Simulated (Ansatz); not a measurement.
Reaction (formal exchange of groups at the Se–B bond): `FB[SeH]` + `[SiH3]Br` → `[SeH][SiH2]Br` + `BF`

Isolated molecules relaxed with PBE0-D4/def2-TZVP in Ansatz; ΔE leaves out vibrations. CCSD(T)/CBS is the MP2 limit (def2-TZVPP, def2-QZVPP) plus CCSD(T) − MP2 in def2-TZVPP, frozen cores. This one scheme is used for every species. DFT in def2-TZVPP. For Br, Se outer-core shells are correlated without core-valence functions, which leaves a few kJ/mol of doubt a bond. Scalar relativity is left out up to krypton. One conformer a species, not always the lowest.

| level | ΔE (kcal/mol) |
| --- | --- |
| BHLYP-D4 | 1.6 |
| MP2/def2-SVP | 4.5 |

(1) What does CCSD(T)/CBS give? (Best estimate.)

Largest T1 diagnostic among the species: 0.013.

Answers

(1) The calculation gave: +2.2 kcal/mol. The listed levels differ from it by -0.6, 2.3 kcal/mol.

From PBE to PBE0 (25 % exact exchange), in def2-TZVPP and without D4, ΔE moves by −0.7 kcal/mol. Leaving LDA and LC-ωPBE aside and taking each functional with its dispersion term where it has one, the values, not all of them listed here, spread over 2.9 kcal/mol, from BHLYP-D4 to B97M-V. LDA lies +1.1 kcal/mol from PBE without D4.
